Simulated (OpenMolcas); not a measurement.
**Ionisation energies of arsenic**

| Property | Result |
| --- | --- |
| Program | OpenMolcas 26.06 |
| Basis | ANO-R3 [7s6p5d3f2g] |
| Scalar Hamiltonian | X2C, finite nucleus |
| Spin-orbit coupling | RASSI with atomic mean-field integrals over the reference wave functions, term energies averaged over their components |

Active shells in each charge state: the valence s, p shells, with orbitals averaged over the low states. Where CASPT2's correlated closed shells are named, they are those of the first ion.

A. CASSCF
B. SS-CASPT2, IPEA 0.25 Eh, imaginary shift 0.1 Eh (closed shells correlated: 3d)
C. SS-CASPT2, IPEA 0.25 Eh, imaginary shift 0.1 Eh (closed shells correlated: none)
D. SS-CASPT2, IPEA 0 Eh, imaginary shift 0.1 Eh (closed shells correlated: 3d)
E. SS-CASPT2, IPEA 0.25 Eh, imaginary shift 0.1 Eh (closed shells correlated: 3s 3p 3d)

Energies in eV between the lowest computed levels, named as in B; reference values from the NIST Atomic Spectra Database with their kind.

| From | To | A | B | C | D | E | Spin-orbit share in B | Reference |
| --- | --- | --- | --- | --- | --- | --- | --- | --- |
| As+ 4s² 4p² ³P₀ | As2+ 4s² 4p ²P°_1/2 | 17.639 | 18.507 | 18.256 | 18.609 | 18.492 | -0.012 | 18.589 (measured) |
| As2+ 4s² 4p ²P°_1/2 | As3+ 4s² ¹S₀ | 27.138 | 28.247 | 27.868 | 28.347 | 28.238 | +0.220 | 28.349 (measured) |
| As3+ 4s² ¹S₀ | As4+ 4s ²S_1/2 | 48.909 | 49.691 | 48.988 | 49.691 | 49.731 | +0.000 | 50.150 (measured) |
| As4+ 4s ²S_1/2 | As5+ 3d¹⁰ ¹S₀ | 61.682 | 62.733 | 61.682 | 62.752 | 62.806 | +0.000 | 62.770 (measured) |

Steps that some method lacks are left out, and so are those with a state whose active s or d shell is doubly occupied in every root (s and p with five to eight electrons, d10) over a frozen core shell of the same l, since the two then mix freely.

Error against the reference values, in %:

```csv
From,Reference,A,B,C,D,E
As+,measured,-5.1,-0.4,-1.8,+0.1,-0.5
As2+,measured,-4.3,-0.4,-1.7,0,-0.4
As3+,measured,-2.5,-0.9,-2.3,-0.9,-0.8
As4+,measured,-1.7,-0.1,-1.7,0,+0.1
```

Mean absolute error over the 4 measured values: A 1.12 eV, B 0.17 eV, C 0.77 eV, D 0.12 eV, E 0.17 eV. D lies closest.

° marks odd parity.
